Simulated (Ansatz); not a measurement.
Calculated with Ansatz (gas phase, PBE0-D4/def2-TZVP geometries, no zero-point term in ΔE). CCSD(T)/CBS is the MP2 limit (def2-TZVPP, def2-QZVPP) plus CCSD(T) − MP2 in def2-TZVPP, frozen cores. This one scheme is used for every species, atoms too. DFT in def2-TZVPP. B3LYP here is the variant with VWN-RPA as its local correlation; programs differ in this. HSE06 is defined as in plane-wave codes. No spin–orbit coupling; open shells (•) take unrestricted orbitals. Spin–orbit coupling would lower the free atoms: a little for Cl. One conformer a species, not always the lowest.

Reaction (hydrogen abstraction from the Si–H bond): `F[SiH](F)O[SiH3]` + Cl• → `F[SiH](F)O[SiH2]`• + HCl

```
             level  ΔE (kJ/mol)  difference from CCSD(T)/CBS
       LDA (SPW92)        -81.3                        -45.9
            PBE-D4        -61.9                        -26.5
         revPBE-D4        -57.6                        -22.2
         r2SCAN-D4        -53.0                        -17.6
            B97M-V        -45.4                        -10.0
           PBE0-D4        -49.7                        -14.3
          B3LYP-D4        -36.9                         -1.5
        r2SCANh-D4        -49.3                        -13.9
        r2SCAN0-D4        -43.8                         -8.4
          HSE06-D4        -50.0                        -14.6
          BHLYP-D4        -20.7                         14.7
      CAM-B3LYP-D4        -33.1                          2.3
           ωB97X-V        -32.7                          2.7
           ωB97M-V        -35.6                         -0.2
            B2PLYP        -34.4                          1.0
          PBE-QIDH        -40.6                         -5.2
            revPBE        -57.2                        -21.8
              BLYP        -44.1                         -8.7
            r2SCAN        -53.1                        -17.7
              PBE0        -49.5                        -14.1
             B3LYP        -36.5                         -1.1
           r2SCAN0        -43.9                         -8.5
             BHLYP        -20.1                         15.3
         CAM-B3LYP        -33.0                          2.4
           LC-ωPBE        -40.5                         -5.1
RPA@PBE/def2-TZVPP        -10.4                         25.0
       HF/def2-SVP         14.1                         49.5
      MP2/def2-SVP        -25.3                         10.1
     CCSD/def2-SVP        -13.7                         21.7
  CCSD(T)/def2-SVP        -16.9                         18.5
     HF/def2-TZVPP          6.6                         42.0
    MP2/def2-TZVPP        -42.6                         -7.2
   CCSD/def2-TZVPP        -24.8                         10.6
CCSD(T)/def2-TZVPP        -30.4                          5.0
     HF/def2-QZVPP          5.9                         41.3
    MP2/def2-QZVPP        -45.7                        -10.3
SCS-MP2/def2-QZVPP        -31.2                          4.2
      HF/CBS(def2)          5.8                         41.2
     MP2/CBS(def2)        -47.6                        -12.2
    CCSD/CBS(def2)        -29.7                          5.7
       CCSD(T)/CBS        -35.4                            0
```

Problem. What do rigid-rotor, harmonic-oscillator terms from PBE0-D4/def2-TZVP frequencies (298.15 K, 1 bar) make of the CCSD(T)/CBS value? (Estimate.)

Solution. Computed: ΔZPE = -7.6 kJ/mol, ΔH = -40.9 kJ/mol, ΔS = 18 J/(mol·K), ΔG = -46.2 kJ/mol. Open shells count their whole term as degenerate. Modes under 50 cm⁻¹ make the entropy rough.

Largest T1 diagnostic among the species: 0.013.

Leaving LDA and LC-ωPBE aside and taking each functional with its dispersion term where it has one, the values spread over 41.2 kJ/mol, from PBE-D4 to BHLYP-D4. LDA lies −19.6 kJ/mol from PBE without D4. In def2-TZVPP, CCSD(T) changes the Hartree–Fock value by −37.0 kJ/mol (the triples alone add −5.6 kJ/mol) and MP2 by −49.2 kJ/mol. From r2SCAN to r2SCAN0 (25 % exact exchange), in def2-TZVPP and without D4, ΔE moves by +9.2 kJ/mol.

CCSD(T)/CBS has its own doubt, a few kJ/mol and more with outer-core shells, so smaller differences from it don't rank the levels.
